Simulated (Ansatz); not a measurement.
CH₆FN₃Si (`NC1(F)N[SiH2]N1`), relaxed with RKS PBE-D4/def2-SVP in Ansatz 0.2.0 from a rough embedded geometry. The force threshold is 0.03 eV/Å; the program also tests the step.

Charge 0, multiplicity 1.

Start:

```xyz
12

N    -1.411    0.678    0.971
C    -0.605   -0.138    0.088
F    -1.320   -1.008   -0.593
N     0.520   -0.679    0.699
Si    1.563   -0.332   -0.526
N     0.254    0.695   -0.730
H    -2.019    1.239    0.464
H    -1.935    0.031    1.522
H     0.748   -0.071    1.477
H     1.516   -1.399   -1.579
H     2.758    0.338   -0.083
H    -0.068    0.645   -1.709
```

```csv
step,energy (eV),largest force (eV/Å),largest move (Å)
1,-16175.8900,8.005,0.000
2,-16177.5613,2.432,0.198
3,-16177.8962,0.739,0.195
4,-16177.9909,0.387,0.200
5 (rejected),-16177.9873,1.011,0.200
6,-16178.0188,0.268,0.100
7,-16178.0308,0.220,0.100
8,-16178.0325,0.154,0.093
9,-16178.0353,0.255,0.031
10,-16178.0370,0.020,0.011
```

End:

```xyz
12

N    -1.255    0.796    1.001
C    -0.612   -0.116    0.099
F    -1.590   -1.024   -0.412
N     0.489   -0.863    0.687
Si    1.585   -0.254   -0.552
N     0.071    0.529   -1.011
H    -1.745    1.515    0.456
H    -1.968    0.291    1.544
H     0.585   -0.804    1.702
H     2.171   -1.252   -1.514
H     2.692    0.654   -0.092
H    -0.423    0.528   -1.906
```

Run time 18 s (4 threads of an Arm Neoverse V1 on a shared host); peak host memory 0.17 GiB.
